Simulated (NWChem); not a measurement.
System: SOF, doublet; SMILES [S](F)=O

The following NWChem deck was run.

```
start job
memory heap 200 mb stack 700 mb global 900 mb
geometry units angstroms noautosym nocenter noautoz
  O     -0.561587     1.194981     0.000000
  S      0.452305     0.127630     0.000000
  F     -0.309655    -1.314118     0.000000
end
basis spherical
  * library def2-svp
end
dft
  odft
  mult 2
  xc b3lyp
  iterations 150
end
cosmo
  do_cosmo_smd true
  solvent acetntrl
end
task dft energy
```

Output (shortened):

```
             Northwest Computational Chemistry Package (NWChem) 7.3.0
             --------------------------------------------------------

                             Geometry "geometry" -> ""
                             -------------------------

 Output coordinates in angstroms (scale by  1.889725989 to convert to a.u.)

  No.       Tag          Charge          X              Y              Z
 ---- ---------------- ---------- -------------- -------------- --------------
    1 O                    8.0000    -0.56158700     1.19498100     0.00000000
    2 S                   16.0000     0.45230500     0.12763000     0.00000000
    3 F                    9.0000    -0.30965500    -1.31411800     0.00000000

 Effective nuclear repulsion energy (a.u.)     107.8489026192

                                 NWChem DFT Module
                                 -----------------

 Summary of "ao basis" -> "ao basis" (spherical)
 ------------------------------------------------------------------------------
       Tag                 Description            Shells   Functions and Types
 ---------------- ------------------------------  ------  ---------------------
 O                          def2-svp                 6       14   3s2p1d
 S                          def2-svp                 8       18   4s3p1d
 F                          def2-svp                 6       14   3s2p1d

 in cosmo_initialize ...
 calling solv_data for solv:acetntrl

 solvent parameters
 solvname_short: acetntrl
 solvname_long:  acetonitrile
 dielec:       35.6880
 dielecinf:     1.8069
 nonaqueous SMD model solvent descriptors
 dielec:       35.6880
 sola:          0.0700
 solb:          0.3200
 solc:          0.0000
 solg:         41.2500
 solh:          0.0000
 soln:          1.3442

          ---------------
          -cosmo- solvent
          ---------------
 Cosmo: York-Karplus, doi: 10.1021/jp992097l
 dielectric constant -eps-     =  35.69
 screen = (eps-1)/(eps    )    =   0.97198
 surface charge correction     = lagrangian

   van der Waals surface
 --------------------------

 ---------- ATOMIC COORDINATES (A.U.) ------------ VDWR(ANG.) --
     1   -1.06124555    2.25818665    0.00000000     2.168
     2    0.85473251    0.24118573    0.00000000     2.490
     3   -0.58516310   -2.48332294    0.00000000     1.730
 number of segments per atom =        128
 number of   points per atom =        128
 atom (   nspa,  nppa )
 ----------------------
    1 (     76,     0 )       0
    2 (     84,     0 )       0
    3 (     64,     0 )       0
 number of -cosmo- surface points =      224
 molecular surface =     98.551 angstrom**2
 molecular volume  =     85.486 angstrom**3
 -lineq- algorithm             =   0
 -bem- low  level              =   3
 -bem- from -octahedral-
 gaussian surface charge width =   4.50000
 degree of switching           =   1.00000
 switching function tolerance  =   0.00010
 atomic radii =
 --------------
    1  8.000  2.168
    2 16.000  2.490
    3  9.000  1.730
 ...... end of -cosmo- initialization ......

 nat:                     3
 ixmem:                   608
 calling mnsol_interface()
 G(SMD-CDS) energy (kcal/mol)  =    -0.870
 SMD-CDS SASA (angstrom**2)    =    86.452

            General Information
            -------------------
          SCF calculation type: DFT
          Wavefunction type:  spin polarized.
          No. of atoms     :     3
          No. of electrons :    33
           Alpha electrons :    17
            Beta electrons :    16
          Charge           :     0
          Spin multiplicity:     2
          Use of symmetry is: off; symmetry adaption is: off
          Maximum number of iterations: 150
          AO basis - number of functions:    46
                     number of shells:    20
          Convergence on energy requested:  1.00D-06
          Convergence on density requested:  1.00D-05
          Convergence on gradient requested:  5.00D-04

              XC Information
              --------------
                         B3LYP Method XC Potential
                     Hartree-Fock (Exact) Exchange  0.200
                        Slater Exchange Functional  0.800 local
                    Becke 1988 Exchange Functional  0.720 non-local
              Lee-Yang-Parr Correlation Functional  0.810
                  VWN I RPA Correlation Functional  0.190 local

             Grid Information
             ----------------
          Grid used for XC integration:  medium
          Radial quadrature: Mura-Knowles
          Angular quadrature: Lebedev.
          Tag              B.-S. Rad. Rad. Pts. Rad. Cut. Ang. Pts.
          ---              ---------- --------- --------- ---------
          O                   0.60       49           7.0       434
          S                   1.00       88           6.0       590
          F                   0.50       49           7.0       434
          Grid pruning is: on
          Number of quadrature shells:   186
          Spatial weights used:  Erf1

      Superposition of Atomic Density Guess
      -------------------------------------

 Sum of atomic energies:        -571.33098369

      Non-variational initial energy
      ------------------------------

 Total energy =    -571.787967
 1-e energy   =   -1006.553087
 2-e energy   =     326.916217
 HOMO         =      -0.157917
 LUMO         =       0.044038

[...]

                                COSMO-SMD solvation results
                                ---------------------------

             internal energy in gas <Psi(g)|H|Psi(g)> =      -572.946837767329
         internal energy in solvent <Psi(s)|H|Psi(s)> =      -572.946524680673
                               delta internal energy  =         0.000313086655 (    0.20 kcal/mol)
   total free energy in solvent <Psi(s)|H+V/2|Psi(s)> =      -572.949666180514
 polarization energy contribution <Psi(s)|V/2|Psi(s)> =        -0.003141499841 (   -1.97 kcal/mol)
    total free energy in solvent including G(SMD-CDS) =      -572.951052347065
                       G(SMD-CDS) energy contribution =        -0.001386166551 (   -0.87 kcal/mol)
     1 M fixed-concentration free energy of solvation =        -0.004214579737 (   -2.64 kcal/mol)

                    DFT Final Alpha Molecular Orbital Analysis
                    ------------------------------------------

 Vector   15  Occ=1.000000D+00  E=-4.107930D-01
              MO Center= -1.5D-01, -1.4D-01,  4.3D-09, r^2= 2.2D+00
   Bfn.  Coefficient  Atom+Function         Bfn.  Coefficient  Atom+Function
  ----- ------------  ---------------      ----- ------------  ---------------
    36      0.445453  3 F  px                 5      0.363342  1 O  py
    39     -0.315819  3 F  px                18      0.246590  2 S  s
    22      0.242052  2 S  px                 8      0.234698  1 O  py
    37     -0.184595  3 F  py                25      0.147243  2 S  px
    19      0.127373  2 S  px                40      0.126563  3 F  py

 Vector   16  Occ=1.000000D+00  E=-3.646004D-01
              MO Center= -3.0D-01,  5.5D-01, -4.3D-10, r^2= 1.8D+00
   Bfn.  Coefficient  Atom+Function         Bfn.  Coefficient  Atom+Function
  ----- ------------  ---------------      ----- ------------  ---------------
     4      0.475860  1 O  px                 7      0.336732  1 O  px
    37     -0.273721  3 F  py                18     -0.266234  2 S  s
     5      0.256829  1 O  py                40      0.207602  3 F  py
     8      0.186240  1 O  py                17     -0.169809  2 S  s
    16      0.128045  2 S  s                 36     -0.128058  3 F  px

 Vector   17  Occ=1.000000D+00  E=-2.492268D-01
              MO Center=  1.5D-01,  3.0D-01,  9.9D-09, r^2= 1.8D+00
   Bfn.  Coefficient  Atom+Function         Bfn.  Coefficient  Atom+Function
  ----- ------------  ---------------      ----- ------------  ---------------
    27      0.568325  2 S  pz                24      0.439939  2 S  pz
     6     -0.414378  1 O  pz                 9     -0.348280  1 O  pz
    38      0.231926  3 F  pz                21      0.228271  2 S  pz
    41     -0.184858  3 F  pz                31     -0.058079  2 S  d  1
    29     -0.039516  2 S  d -1

 Vector   18  Occ=0.000000D+00  E=-2.902397D-02
              MO Center=  2.9D-01,  7.0D-02,  2.6D-09, r^2= 1.9D+00
   Bfn.  Coefficient  Atom+Function         Bfn.  Coefficient  Atom+Function
  ----- ------------  ---------------      ----- ------------  ---------------
    26      0.721913  2 S  py                25      0.444505  2 S  px
    35      0.400350  3 F  s                 23      0.353409  2 S  py
    40      0.323848  3 F  py                37     -0.295636  3 F  py
    22      0.238049  2 S  px                17     -0.224901  2 S  s
     5     -0.217092  1 O  py                 7     -0.212335  1 O  px

 Vector   19  Occ=0.000000D+00  E= 4.827054D-02
              MO Center=  3.1D-01,  1.9D-01, -1.0D-08, r^2= 1.9D+00
   Bfn.  Coefficient  Atom+Function         Bfn.  Coefficient  Atom+Function
  ----- ------------  ---------------      ----- ------------  ---------------
    25      0.869333  2 S  px                 3      0.848239  1 O  s
    18     -0.808652  2 S  s                 26     -0.762606  2 S  py
     8     -0.425937  1 O  py                 7      0.361882  1 O  px
     5     -0.256626  1 O  py                22      0.239541  2 S  px
     4      0.224386  1 O  px                 2      0.183404  1 O  s

 Vector   20  Occ=0.000000D+00  E= 2.930547D-01
              MO Center=  4.3D-01,  4.5D-02,  2.7D-08, r^2= 2.6D+00
   Bfn.  Coefficient  Atom+Function         Bfn.  Coefficient  Atom+Function
  ----- ------------  ---------------      ----- ------------  ---------------
    18      2.416150  2 S  s                 17     -2.078436  2 S  s
     3     -0.536591  1 O  s                 16      0.494366  2 S  s
    35     -0.417883  3 F  s                 25     -0.332919  2 S  px
    40     -0.140246  3 F  py                 4      0.136137  1 O  px
     8      0.135730  1 O  py                 5     -0.098278  1 O  py

                     DFT Final Beta Molecular Orbital Analysis
                     -----------------------------------------

 Vector   14  Occ=1.000000D+00  E=-4.019762D-01
              MO Center= -1.2D-01,  1.5D-02, -4.9D-09, r^2= 2.3D+00
   Bfn.  Coefficient  Atom+Function         Bfn.  Coefficient  Atom+Function
  ----- ------------  ---------------      ----- ------------  ---------------
    36      0.407356  3 F  px                 5      0.386870  1 O  py
    39     -0.289788  3 F  px                22      0.256607  2 S  px
     8      0.253772  1 O  py                18      0.241115  2 S  s
    37     -0.187897  3 F  py                25      0.169295  2 S  px
    19      0.135666  2 S  px                40      0.130269  3 F  py

 Vector   15  Occ=1.000000D+00  E=-3.805829D-01
              MO Center= -2.7D-01,  3.5D-01,  3.4D-09, r^2= 1.8D+00
   Bfn.  Coefficient  Atom+Function         Bfn.  Coefficient  Atom+Function
  ----- ------------  ---------------      ----- ------------  ---------------
     6      0.435213  1 O  pz                38      0.354247  3 F  pz
     9      0.317707  1 O  pz                41     -0.263777  3 F  pz
    27      0.250940  2 S  pz                24      0.241902  2 S  pz
    21      0.132297  2 S  pz                29      0.084380  2 S  d -1
    31      0.043692  2 S  d  1

 Vector   16  Occ=1.000000D+00  E=-3.517726D-01
              MO Center= -2.5D-01,  5.3D-01,  3.9D-10, r^2= 1.8D+00
   Bfn.  Coefficient  Atom+Function         Bfn.  Coefficient  Atom+Function
  ----- ------------  ---------------      ----- ------------  ---------------
     4      0.473614  1 O  px                 7      0.341867  1 O  px
    18     -0.285139  2 S  s                 37     -0.261333  3 F  py
     5      0.234121  1 O  py                40      0.199930  3 F  py
    17     -0.188573  2 S  s                  8      0.176838  1 O  py
    16      0.142264  2 S  s                 36     -0.141219  3 F  px

 Vector   17  Occ=0.000000D+00  E=-1.247970D-01
              MO Center=  1.1D-01,  4.1D-01,  7.8D-09, r^2= 1.8D+00
   Bfn.  Coefficient  Atom+Function         Bfn.  Coefficient  Atom+Function
  ----- ------------  ---------------      ----- ------------  ---------------
    27      0.589357  2 S  pz                 6     -0.430529  1 O  pz
     9     -0.404271  1 O  pz                24      0.397914  2 S  pz
    21      0.212635  2 S  pz                38      0.189940  3 F  pz
    41     -0.155117  3 F  pz                31     -0.057501  2 S  d  1
    29     -0.045867  2 S  d -1

 Vector   18  Occ=0.000000D+00  E=-1.713741D-02
              MO Center=  3.0D-01,  7.0D-02,  1.7D-09, r^2= 1.9D+00
   Bfn.  Coefficient  Atom+Function         Bfn.  Coefficient  Atom+Function
  ----- ------------  ---------------      ----- ------------  ---------------
    26      0.752204  2 S  py                25      0.408392  2 S  px
    35      0.398316  3 F  s                 23      0.359463  2 S  py
    40      0.316518  3 F  py                37     -0.288140  3 F  py
    17     -0.230504  2 S  s                  7     -0.226539  1 O  px
    22      0.225096  2 S  px                 5     -0.212764  1 O  py

 Vector   19  Occ=0.000000D+00  E= 6.227855D-02
              MO Center=  2.8D-01,  1.9D-01, -8.8D-09, r^2= 1.9D+00
   Bfn.  Coefficient  Atom+Function         Bfn.  Coefficient  Atom+Function
  ----- ------------  ---------------      ----- ------------  ---------------
    25      0.894458  2 S  px                 3      0.864554  1 O  s
    18     -0.847298  2 S  s                 26     -0.741853  2 S  py
     8     -0.439968  1 O  py                 7      0.359738  1 O  px
     5     -0.265324  1 O  py                22      0.241287  2 S  px
     4      0.217761  1 O  px                 2      0.190429  1 O  s

   alpha - beta orbital overlaps
   -----------------------------

   alpha      1      2      3      4      5      6      7      8      9     10
    beta      1      2      3      4      5      7      6      8      9     10
 overlap   1.000  1.000  1.000  1.000  1.000  1.000  1.000  1.000  0.999  0.997

   alpha     11     12     13     14     15     16     17     18     19     20
    beta     11     13     12     15     14     16     17     18     19     20
 overlap   0.997  0.970  0.996  0.966  0.996  0.998  0.995  0.999  0.999  1.000

   alpha     21     22     23     24     25     26     27     28     29     30
    beta     21     22     23     24     26     25     27     28     30     29
 overlap   0.997  0.998  0.993  1.000  0.995  0.998  0.996  1.000  0.999  1.000

   alpha     31     32     33     34     35     36     37     38     39     40
    beta     31     32     33     34     35     36     37     38     40     39
 overlap   0.998  0.999  1.000  0.999  0.999  1.000  1.000  1.000  1.000  1.000

[...]
```

Level: B3LYP/def2-SVP, spin-unrestricted, SMD on the gas-phase geometry. In the optimisation the excess spin sits in a" (Cs, its own frame). Geometry: optimised at PBE0/def2-SVP, spin-unrestricted. No stability test was run on the SCF state. Solvent: acetonitrile.
